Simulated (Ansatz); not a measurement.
The cluster AlSi₆, relaxed as a doublet with UKS B3LYP-D4/def2-SVP in Ansatz, starting from the GFN2-xTB geometry. Force threshold 0.02 eV/Å.

The structure comes from a short search, and lower isomers may exist.

Start:

Cartesian coordinates in Å:
```
Al 0.504 -1.268 0.025
Si 0.051 1.180 -0.806
Si -1.033 -0.510 -1.955
Si 0.992 0.022 2.058
Si -1.366 -0.490 1.403
Si 1.393 -0.694 -2.104
Si -0.541 1.760 1.379
```

| step | energy (eV) | largest force component (eV/Å) | SCF passes |
| --- | --- | --- | --- |
| 1 | -53845.0384 | 1.382 | 41 |
| 2 | -53845.7058 | 1.128 | 37 |
| 3 | -53846.1771 | 0.804 | 34 |
| 4 | -53846.5556 | 0.376 | 32 |
| 5 | -53846.7559 | 0.375 | 37 |
| 6 | -53846.7947 | 0.302 | 32 |
| 7 | -53846.8061 | 0.081 | 29 |
| 8 | -53846.8087 | 0.033 | 30 |
| 9 | -53846.8102 | 0.033 | 29 |
| 10 | -53846.8102 | 0.070 | 32 |
| 11 | -53846.8121 | 0.035 | 28 |
| 12 | -53846.8160 | 0.072 | 33 |
| 13 | -53846.8256 | 0.103 | 33 |
| 14 | -53846.8466 | 0.263 | 32 |
| 15 | -53846.8492 | 0.415 | 30 |
| 16 | -53846.8780 | 0.258 | 32 |
| 17 (rejected) | -53846.8698 | 0.312 | 30 |
| 18 | -53846.8938 | 0.129 | 28 |
| 19 | -53846.8993 | 0.040 | 28 |
| 20 (rejected) | -53846.8987 | 0.047 | 28 |
| 21 | -53846.9004 | 0.025 | 28 |
| 22 | -53846.9004 | 0.028 | 23 |
| 23 | -53846.9005 | 0.010 | 23 |

Force components are those of the run's own axes.

End:

```
atom   x (Å)   y (Å)   z (Å)
 Al1   0.966  -1.576   0.317
 Si2   0.510   0.976  -0.471
 Si3  -1.286  -0.043  -1.752
 Si4   1.088   0.389   1.823
 Si5  -1.320  -0.510   0.664
 Si6   0.939  -0.932  -2.042
 Si7  -0.897   1.697   1.461
```

Bonds lost: Al1–Si3, Si4–Si5 (atoms count from 1). Bonds formed: Si2–Si4, Si2–Si5, Si3–Si5 (atoms count from 1).

No frequencies were taken in this run, so the end may be a saddle point.

Hardware: 4 threads of Intel Xeon on a shared host. Wall time 5.1 min.
